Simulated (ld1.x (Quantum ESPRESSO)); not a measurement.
## Cutoff test, phosphorus (P), TM

ld1.x (Quantum ESPRESSO) 7.5 input, shortened:

```
&input
   title='P', zed=15., rel=1, dft='PZ', iswitch=3,
   config='[Ne] 3s1.5 3p3.5'
 /
 &inputp
   pseudotype=2, tm=.true., lloc=0,
   nlcc=.false.
 /
2
3P  2  1   3.50   0.00  1.70  1.70  0.0
3S  1  0   1.50   0.00  1.70  1.70  0.0
 &test
   configts(1)='3s1.5 3p3.5'
 /
```

The pseudo-atom Hamiltonian at the reference potential is diagonalised in spherical Bessel functions j_l(qr) that vanish at 20 bohr, with q² up to the cutoff. All-electron valence levels (Ry): 3p -0.4326, 3s -1.0571.

Task: How do the lowest levels (Ry) of each channel move with the cutoff, and are there ghosts?

Result:

```json
{"cutoff (Ry)": "8", "p #1": "-0.4279", "s #1": "-0.9869", "s #2": "-0.0237", "d #1": "0.0659", "d #2": "0.1454", "f #1": "0.1154", "f #2": "0.2452", "Σ f·Δε (mRy)": "121.8"}
{"cutoff (Ry)": "12", "p #1": "-0.4315", "s #1": "-1.0357", "s #2": "-0.0273", "d #1": "0.0659", "d #2": "0.1453", "f #1": "0.1154", "f #2": "0.2452", "Σ f·Δε (mRy)": "36.0"}
{"cutoff (Ry)": "15", "p #1": "-0.4316", "s #1": "-1.0469", "s #2": "-0.0282", "d #1": "0.0659", "d #2": "0.1453", "f #1": "0.1154", "f #2": "0.2452", "Σ f·Δε (mRy)": "19.0"}
{"cutoff (Ry)": "21", "p #1": "-0.4322", "s #1": "-1.0528", "s #2": "-0.0287", "d #1": "0.0659", "d #2": "0.1452", "f #1": "0.1154", "f #2": "0.2452", "Σ f·Δε (mRy)": "8.1"}
{"cutoff (Ry)": "30", "p #1": "-0.4326", "s #1": "-1.0537", "s #2": "-0.0288", "d #1": "0.0659", "d #2": "0.1452", "f #1": "0.1154", "f #2": "0.2452", "Σ f·Δε (mRy)": "5.3"}
{"cutoff (Ry)": "40", "p #1": "-0.4326", "s #1": "-1.0563", "s #2": "-0.0290", "d #1": "0.0659", "d #2": "0.1452", "f #1": "0.1154", "f #2": "0.2452", "Σ f·Δε (mRy)": "1.3"}
{"cutoff (Ry)": "45", "p #1": "-0.4326", "s #1": "-1.0568", "s #2": "-0.0290", "d #1": "0.0659", "d #2": "0.1452", "f #1": "0.1154", "f #2": "0.2452", "Σ f·Δε (mRy)": "0.6"}
{"cutoff (Ry)": "55", "p #1": "-0.4326", "s #1": "-1.0570", "s #2": "-0.0290", "d #1": "0.0659", "d #2": "0.1452", "f #1": "0.1154", "f #2": "0.2452", "Σ f·Δε (mRy)": "0.3"}
{"cutoff (Ry)": "400", "p #1": "-0.4326", "s #1": "-1.0571", "s #2": "-0.0290", "d #1": "0.0659", "d #2": "0.1452", "f #1": "0.1154", "f #2": "0.2452", "Σ f·Δε (mRy)": "0.0"}
```

Result: no extra level below or beside the all-electron valence levels (p, s, d, f tested); 10 mRy is reached at 18 Ry and 1 mRy at 45 Ry.
